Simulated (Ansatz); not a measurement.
Calculated with Ansatz (gas phase, PBE0-D4/def2-TZVP geometries, no zero-point term in ΔE). CBS: MP2 limit from def2 TZ/QZ plus the TZ coupled-cluster correction, frozen cores. This one scheme is used for every species. DFT in def2-TZVPP. Each species was taken in one conformer, which may not be the lowest.

`O[CH2][Al]([OH])[Cl]` + H₂S → `[OH][Al]([SH])[Cl]` + CH₃OH  (ligand exchange at the Al–C bond)

```json
{"species": "`O[CH2][Al]([OH])[Cl]`", "PBE0 energy (Eh)": "-893.34386"}
{"species": "H₂S", "PBE0 energy (Eh)": "-399.26243"}
{"species": "`[OH][Al]([SH])[Cl]`", "PBE0 energy (Eh)": "-1177.01554"}
{"species": "CH₃OH", "PBE0 energy (Eh)": "-115.63988"}
```

Question: Work out ΔE.

Answer: ΔE = (-1177.01554) + (-115.63988) − (-893.34386) − (-399.26243) = -0.04913 Eh = -129.0 kJ/mol. CCSD(T)/CBS gives -130.9 kJ/mol.

Largest T1 diagnostic among the species: 0.011.

From PBE to PBE0 (25 % exact exchange), in def2-TZVPP and without D4, ΔE moves by −6.9 kJ/mol. In def2-TZVPP, CCSD(T) changes the Hartree–Fock value by +13.3 kJ/mol (the triples alone add +1.0 kJ/mol) and MP2 by +8.1 kJ/mol.
